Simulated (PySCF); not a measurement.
Excitations are Tamm–Dancoff values on a coarser integration grid. The basis has no diffuse functions, so Rydberg states are missing or too high.

## F₄Ge, SMILES `[F][Ge]([F])([F])[F]` (charge 0, multiplicity 1)

All values below come from r2SCAN-D4/def2-TZVP (PySCF).

```yaml
HOMO: -11.05 eV
dipole_moment: 0.00 D
HOMO–LUMO gap: 8.52 eV
LUMO: -2.54 eV
S1 excitation (TDA): 8.56 eV
S1 oscillator strength: 0.000
total_energy: -2476.5483 Ha
cost: very roughly 10 core-minutes
```

Bond lengths (Å): F1–Ge2 1.694, Ge2–F3 1.694, Ge2–F4 1.694, Ge2–F5 1.694. Angles (°): F1–Ge2–F3 109.5, F1–Ge2–F4 109.5, F1–Ge2–F5 109.5, F3–Ge2–F4 109.5, F3–Ge2–F5 109.5, F4–Ge2–F5 109.5.
